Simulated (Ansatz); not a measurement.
`[OH][SnH2][NH][SiH3]` + `C[O][SnH]([OH])[Cl]` → `C[O][SnH]([Cl])[O][SiH3]` + `[NH2][SnH2][OH]`  (ligand exchange at the Si–N bond)

Calculated with Ansatz (gas phase, PBE0-D4/def2-TZVP geometries, no zero-point term in ΔE). CCSD(T)/CBS is the MP2 limit (def2-TZVPP, def2-QZVPP) plus CCSD(T) − MP2 in def2-TZVPP, frozen cores. DFT in def2-TZVPP. def2 core potentials past Kr. For Sn outer-core shells are correlated without core-valence functions, which leaves a few kJ/mol of doubt a bond. Each species was taken in one conformer, which may not be the lowest.

```json
{"level": "PBE-D4", "ΔE (kcal/mol)": "-8.2", "difference from CCSD(T)/CBS": "1.7"}
{"level": "PBE0-D4", "ΔE (kcal/mol)": "-8.8", "difference from CCSD(T)/CBS": "1.1"}
{"level": "B2PLYP", "ΔE (kcal/mol)": "-9.7", "difference from CCSD(T)/CBS": "0.2"}
{"level": "PBE", "ΔE (kcal/mol)": "-7.8", "difference from CCSD(T)/CBS": "2.1"}
{"level": "HF/def2-TZVPP", "ΔE (kcal/mol)": "-11.9", "difference from CCSD(T)/CBS": "-2.0"}
{"level": "CCSD/def2-TZVPP", "ΔE (kcal/mol)": "-10.1", "difference from CCSD(T)/CBS": "-0.2"}
{"level": "HF/def2-QZVPP", "ΔE (kcal/mol)": "-12.1", "difference from CCSD(T)/CBS": "-2.2"}
{"level": "SCS-MP2/def2-QZVPP", "ΔE (kcal/mol)": "-10.2", "difference from CCSD(T)/CBS": "-0.3"}
{"level": "MP2/CBS(def2)", "ΔE (kcal/mol)": "-9.7", "difference from CCSD(T)/CBS": "0.2"}
{"level": "CCSD/CBS(def2)", "ΔE (kcal/mol)": "-10.2", "difference from CCSD(T)/CBS": "-0.3"}
{"level": "CCSD(T)/CBS", "ΔE (kcal/mol)": "-9.9", "difference from CCSD(T)/CBS": "0"}
```

Largest T1 diagnostic among the species: 0.013.

In def2-TZVPP, CCSD(T) changes the Hartree–Fock value by +2.1 kcal/mol (the triples alone add +0.3 kcal/mol) and MP2 by +2.3 kcal/mol.
